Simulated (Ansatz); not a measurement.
```tsv
atom	x (Å)	y (Å)	z (Å)
N	0.0000	0.0000	0.0000
H	0.0000	1.8800	0.7600
H	1.6280	-0.9400	0.7600
H	-1.6280	-0.9400	0.7600
```

Basis set: pcseg-2 (spherical functions). Charge 0, multiplicity 1.

Computed with Ansatz (development build ahead of 0.2.0); each method stands on the lowest determinant of its kind that the runs found.

Q: Give the atomization energy at this shape (free ground-state atoms in the same class of orbitals less the molecule, no zero-point energy) of singlet NH₃ by PBE (unrestricted), RHF.

A:

```csv
method,atomization energy
PBE (unrestricted),41.03 kcal/mol
RHF,-167.35 kcal/mol
```

Caution: the shape is not the minimum. Caution for PBE (unrestricted): charge can spread falsely over distant fragments; the unrestricted determinant is a mixture of spin states. Caution for RHF: stretched shape with no unrestricted run beside it, a lower state can exist; the molecule lies well above its atoms at this level.
